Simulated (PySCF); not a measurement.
## Working with the constants of GdSe

ROHF-CCSD(T) constants of GdSe, nonet, about 7.1 electrons in the 4f shell (Mulliken) (basis Gd x2c-SVPall, Se x2c-SVPall; spin-free X2C with a Gaussian nucleus; PySCF 2.14; masses 157.9241 and 79.9165 u):

- ωe: 305.1 cm⁻¹
- ωexe: 0.479 cm⁻¹
- Be: 0.053418 cm⁻¹
- αe: 0.000113 cm⁻¹
- De to Gd (4f7 5d1 6s2) + Se: 4.41 eV

Q: What force constant and bond length do these constants imply?

A: Reduced mass μred = 53.064 u; k = 5.8918×10⁻⁷·μred·ωe² (u, cm⁻¹, mdyn/Å) = 2.91 mdyn/Å; Re = √(16.8576/(μred·Be)) (u, cm⁻¹, Å) = 2.439 Å.

Q: Estimate the centrifugal constant D from the Kratzer relation and find the Dunham coefficient a1.

A: D = 4Be³/ωe² = 6.55e-09 cm⁻¹; a1 = −1 − αeωe/(6Be²) = -3.01.

Correlated steps freeze 27 core orbitals. Correlated levels converge slowly with the basis: in double zeta they bind strong bonds too weakly, by up to about 1 eV, and carry superposition errors of some tenths. Spin–orbit coupling is left out, which matters for elements this heavy, above all for dissociation energies. The state is the lowest single determinant that the PBE0 search found; with open d or f shells the true ground state can be another one.
